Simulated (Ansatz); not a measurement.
CH₆SSn, SMILES `C[S][SnH3]`. Charge 0, multiplicity 1. Sn takes the def2 core potential.

Cartesian coordinates in Å:
```
C -1.286 -0.534 0.853
S 0.344 0.078 1.371
Sn 1.298 0.536 -0.776
H -1.828 -0.784 1.765
H -1.201 -1.433 0.242
H -1.847 0.229 0.313
H 1.323 -0.908 -1.690
H 2.869 1.127 -0.499
H 0.327 1.691 -1.579
```

Question: What are the harmonic wavenumbers in cm⁻¹ at PBE0-D4/def2-TZVP (Ansatz, finite differences of forces, unscaled)? (Estimate.)

Answer: The calculation gave: 74, 143, 147, 360, 462, 463, 682, 705, 722, 728, 969, 981, 1349, 1469, 1476, 1932, 1935, 1969, 3058, 3145, 3152.

Question: Is this a minimum?

Answer: Yes, all 21 modes are real.

Question: Give the ideal-gas thermochemistry at 298.15 K and 1 bar (rigid rotor, harmonic oscillator; point group Cs, symmetry number 1).

Answer: Zero-point energy 155.0 kJ/mol; H(298) − E = 174.1 kJ/mol; entropy 339.7 J/(mol·K), of which translation 172.8, rotation 109.9, vibration 56.9; G(298) − E = 72.8 kJ/mol. Modes under 100 cm⁻¹ are hindered rotations or soft bends, so the harmonic entropy is rough.

Question: And at 400, 500, 600, 800 and 1000 K?

Answer: 
| T (K) | H − E (kJ/mol) | S (J/mol/K) | G − E (kJ/mol) |
| --- | --- | --- | --- |
| 400 | 184.5 | 369.5 | 36.7 |
| 500 | 196.1 | 395.4 | -1.6 |
| 600 | 209.0 | 418.8 | -42.3 |
| 800 | 237.6 | 459.9 | -130.3 |
| 1000 | 269.2 | 495.1 | -225.9 |
